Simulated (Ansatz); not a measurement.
A nudged elastic band was laid between two geometries of CH₆Sn (8 atoms, charge 0, multiplicity 1).

Level of theory: Ansatz 0.2.0, RKS B3LYP-D4/def2-SVP.

```yaml
movable_images: 5
climbing_image: yes
spring: 5.0 eV/Å²
optimiser: quadratic models (default)
start_path: through a guess of the saddle point
force_threshold: 0.05 eV/Å
iteration_limit: 60
end_points: relaxed
```

Image 0:

```xyz
8
Properties=species:S:1:pos:R:3
Sn 0.449 0.019 0.030
C 1.063 -0.022 2.110
H 0.181 -0.134 2.758
H 1.744 -0.868 2.283
H 1.581 0.913 2.367
H 1.826 0.166 -0.993
H -0.597 1.358 -0.249
H -0.387 -1.433 -0.368
```

Image 6:

```xyz
8
Properties=species:S:1:pos:R:3
Sn 0.049 -0.029 -1.011
C 1.525 0.022 1.870
H 0.443 -0.177 1.812
H 2.014 -0.816 2.385
H 1.686 0.960 2.419
H 1.982 0.123 0.869
H -0.929 1.229 -0.193
H -0.912 -1.313 -0.213
```

(1) Which bonds break or form, and what moves?

(2) Give the energies along the band, and the barrier.

(3) What is the geometry of the highest image?

The band took 17 iterations and of the order of 2.1 core-minutes.

Answers

(1) Bonds broken: Sn1–C2, Sn1–H6. Bonds formed: C2–H6. CH6Sn becomes CH4 + H2Sn.

(2) The forces met the threshold. The highest image is number 3 of 0 to 6, 218.9 kJ/mol above the first end and 202.4 kJ/mol above the last; the last end lies 16.5 kJ/mol above the first. Neighbouring images differ by up to 1.2 eV, so the band resolves the path poorly. A vibrational analysis at the climbing image gives one clearly imaginary mode, 1068i cm⁻¹: a first-order saddle point. The orbitals stay closed-shell, which can raise the energy where a bond breaks towards radicals; this wasn't checked here.

| image | path coordinate (Å) | energy (kJ/mol) | Sn1–C2 (Å) | Sn1–H6 (Å) | C2–H6 (Å) |
| --- | --- | --- | --- | --- | --- |
| 0 | 0.00 | 0.0 | 2.17 | 1.72 | 3.20 |
| 1 | 0.54 | 22.0 | 2.14 | 1.71 | 2.76 |
| 2 | 1.07 | 121.2 | 2.23 | 1.67 | 2.27 |
| 3 | 1.61 | 218.9 | 2.55 | 1.72 | 1.85 |
| 4 | 2.14 | 100.9 | 2.70 | 1.93 | 1.29 |
| 5 | 2.68 | 19.7 | 3.09 | 2.33 | 1.11 |
| 6 | 3.22 | 16.5 | 3.24 | 2.70 | 1.10 |

(3) 
```xyz
8
Properties=species:S:1:pos:R:3
Sn 0.316 0.030 -0.511
C 1.174 -0.004 1.889
H 0.204 -0.141 2.379
H 1.845 -0.851 2.073
H 1.632 0.958 2.146
H 1.883 0.104 0.183
H -0.691 1.354 -0.050
H -0.505 -1.449 -0.171
```

Time of the run: 2.1 min on 1 thread of AMD EPYC 9R45 96-Core Processor (Zen 5), on a shared host, peak memory 0.15 GiB.
